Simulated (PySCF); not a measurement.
**Spin-rotation constants: SMILES COC[SiH2]SC1CC1, C$_{5}$H$_{12}$OSSi**

Molfile (atoms numbered from 1):
```
C5H12OSSi
     RDKit          3D

 20 20  0  0  0  0  0  0  0  0999 V2000
    4.2804    0.1418   -0.3567 C   0  0  0  0  0  0  0  0  0  0  0  0
    2.9995   -0.0535    0.1849 O   0  0  0  0  0  0  0  0  0  0  0  0
    1.9801   -0.0781   -0.7919 C   0  0  0  0  0  0  0  0  0  0  0  0
    0.3779   -0.3286    0.1882 Si  0  0  0  0  0  4  0  0  0  0  0  0
   -1.2374   -0.1831   -1.2150 S   0  0  0  0  0  0  0  0  0  0  0  0
   -2.6036   -0.5128   -0.0871 C   0  0  0  0  0  0  0  0  0  0  0  0
   -3.0791    0.5684    0.8302 C   0  0  0  0  0  0  0  0  0  0  0  0
   -3.9163    0.1545   -0.3406 C   0  0  0  0  0  0  0  0  0  0  0  0
    4.3417    1.0978   -0.8918 H   0  0  0  0  0  0  0  0  0  0  0  0
    4.5444   -0.6653   -1.0514 H   0  0  0  0  0  0  0  0  0  0  0  0
    4.9780    0.1467    0.4784 H   0  0  0  0  0  0  0  0  0  0  0  0
    1.9775    0.8595   -1.3645 H   0  0  0  0  0  0  0  0  0  0  0  0
    2.1601   -0.8894   -1.5110 H   0  0  0  0  0  0  0  0  0  0  0  0
    0.3349   -1.6577    0.7956 H   0  0  0  0  0  0  0  0  0  0  0  0
    0.2214    0.7143    1.1989 H   0  0  0  0  0  0  0  0  0  0  0  0
   -2.5945   -1.5341    0.2653 H   0  0  0  0  0  0  0  0  0  0  0  0
   -2.5837    1.5255    0.7777 H   0  0  0  0  0  0  0  0  0  0  0  0
   -3.3934    0.2887    1.8248 H   0  0  0  0  0  0  0  0  0  0  0  0
   -4.8180   -0.4126   -0.1662 H   0  0  0  0  0  0  0  0  0  0  0  0
   -3.9751    0.8288   -1.1803 H   0  0  0  0  0  0  0  0  0  0  0  0
  1  2  1  0
  2  3  1  0
  3  4  1  0
  4  5  1  0
  5  6  1  0
  6  7  1  0
  7  8  1  0
  8  6  1  0
  1  9  1  0
  1 10  1  0
  1 11  1  0
  3 12  1  0
  3 13  1  0
  4 14  1  0
  4 15  1  0
  6 16  1  0
  7 17  1  0
  7 18  1  0
  8 19  1  0
  8 20  1  0
M  END
```

Level of theory: GIAO B3LYP/pcSseg-1 magnetisability, rotational g tensor and spin-rotation constants, non-relativistic, gas phase in PySCF. Geometry: GFN2-xTB.

Task: Give the nuclear spin-rotation constants along the inertial axes (H = +C I·J) beside the isotropic shieldings.

Result: Rotational constants 5.4271, 0.5053, 0.4814 GHz. A star marks the isotopologue with that one atom substituted, in its own axes.
| atom | isotope | Caa (kHz) | Cbb (kHz) | Ccc (kHz) | mean (kHz) | σ (ppm) |
| --- | --- | --- | --- | --- | --- | --- |
| H9 | 1H | -0.553 | -0.046 | 0.015 | -0.195 | 28.5 |
| H10 | 1H | -0.504 | -0.010 | -0.024 | -0.179 | 28.5 |
| H11 | 1H | -0.265 | -0.001 | -0.049 | -0.105 | 27.9 |
| H12 | 1H | -0.523 | -0.049 | 0.013 | -0.186 | 28.6 |
| H13 | 1H | -0.475 | -0.011 | -0.026 | -0.171 | 28.4 |
| H14 | 1H | -0.464 | -0.042 | 0.018 | -0.163 | 27.1 |
| H15 | 1H | -0.459 | 0.001 | -0.023 | -0.160 | 27.1 |
| H16 | 1H | -0.543 | -0.055 | 0.007 | -0.197 | 30.1 |
| H17 | 1H | -0.482 | -0.058 | -0.007 | -0.182 | 31.5 |
| H18 | 1H | -0.564 | -0.004 | -0.047 | -0.205 | 31.0 |
| H19 | 1H | -0.100 | -0.056 | -0.039 | -0.065 | 31.0 |
| H20 | 1H | -0.575 | -0.029 | -0.025 | -0.210 | 31.3 |
| C1 | 13C* | 0.845 | 0.127 | 0.123 | 0.365 | 115.0 |
| O2 | 17O* | -0.422 | -0.021 | -0.026 | -0.156 | 326.7 |
| C3 | 13C* | 1.026 | 0.107 | 0.127 | 0.420 | 116.2 |
| Si4 | 29Si* | -3.111 | -0.327 | -0.297 | -1.245 | 367.4 |
| S5 | 33S* | 0.765 | 0.124 | 0.110 | 0.333 | 612.5 |
| C6 | 13C* | 0.847 | 0.070 | 0.067 | 0.328 | 166.4 |
| C7 | 13C* | 0.677 | 0.094 | 0.052 | 0.274 | 169.9 |

For the geometry as given, no vibrational averaging.

Task: How do the rotational constants and the g tensor change when H9, H10, H11, H12, H13, H14, H15, H16, H17, H18, H19, H20 are replaced by deuterium?

Result: Constants 4.2407, 0.4390, 0.4203 GHz; g -0.0255, -0.0015, -0.0018, against -0.0326, -0.0018, -0.0020 before.
